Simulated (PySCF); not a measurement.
Magnetic shielding above rings: a mixed set.

NICS = −σ at a ghost point: NICS(0) at the centroid of the ring atoms, NICS(1) 1 Å to either side along the normal of their mean plane, zz for the tensor component along that normal. Level: GIAO PBE0/pcSseg-1 (PySCF, non-relativistic, gas phase) on the GFN2-xTB geometries, one conformer each. Atom numbers follow the mapped SMILES.

**Question.** Order these rings by mean NICS(1)zz, lowest (most negative) first (ppm).
A. ring C3–C4–C5–C10–O11 in `[CH3:1][S:2][c:3]1[cH:4][c:5]2[o:6][c:7]([CH3:8])[cH:9][c:10]2[o:11]1`
B. ring C5–C6–Si7–C8 in `[Cl:1][CH:2]([Cl:3])[CH:4]=[C:5]1[CH2:6][SiH2:7][CH2:8]1`
C. ring P3–P4–P5–P6 in `[pH:1]1[pH:2][p:3]2[pH:4][p:5]1[pH:6]2`
D. ring N7–C8–S9–C10–C11 in `[F:1][C:2]([F:3])([F:4])[CH2:5][CH2:6][n+:7]1[cH:8][s:9][cH:10][c:11]1[Cl:12]` (charge +1)
E. ring C5–C6–C7–C8–S9 in `[CH3:1][P@:2](=[O:3])([OH:4])[c:5]1[cH:6][cH:7][cH:8][s:9]1`
F. ring C2–C3–Si4–C5–C6–C8 in `[Cl:1][C:2]1=[CH:3][SiH2:4][CH2:5][C@@H:6]([Cl:7])[CH2:8]1`
G. ring C7–C8–C9 in `[O:1]=[CH:2][O:3][C@@H:4]1[CH2:5][CH2:6][C@@H:7]2[CH2:8][C@@H:9]2[CH2:10]1`

**Answer.** E (-27.3), D (-25.9), G (-23.9), A (-20.6), F (-1.3), B (4.7), C (23.8).

```
                        SMILES                                                             ring  NICS(0)  NICS(1)  NICS(1)zz  HOMA  rms pucker (Å)  ring atoms with four or more neighbours
           C[P@](=O)(O)c1cccs1                5-membered ring with S; formal bonds all aromatic    -12.7    -11.7      -27.3  0.82            0.00                                        0
        FC(F)(F)CC[n+]1cscc1Cl          5-membered ring with N and S; formal bonds all aromatic    -13.5    -10.9      -25.9  0.91            0.00                                        0
O=CO[C@@H]1CC[C@@H]2C[C@@H]2C1                   3-membered carbocycle; formal bonds all single    -44.7     -8.6      -23.9     –            0.00                                        3
             CSc1cc2oc(C)cc2o1                5-membered ring with O; formal bonds all aromatic    -11.4     -8.9      -20.6  0.42            0.00                                        0
     ClC1=C[SiH2]C[C@@H](Cl)C1         6-membered ring with Si; formal bonds 1 double, 5 single     -1.5     -2.7       -1.3     –            0.21                                        4
          ClC(Cl)C=C1C[SiH2]C1                 4-membered ring with Si; formal bonds all single      4.2     -0.7        4.7     –            0.01                                        3
        [pH]1[pH]p2[pH]p1[pH]2  4-membered ring with 4 P; bonds drawn aromatic by RDKit's count      6.5      2.8       23.8     –            0.22                                        0
```

NICS(0) gives another order. The isotropic NICS(1) gives another order. HOMA uses Krygowski's 1993 parameters; it is left out where a ring has a four-coordinate atom, a triple bond, no multiple bond or a kind of bond without parameters. NICS(1) and NICS(1)zz are means over the two faces.
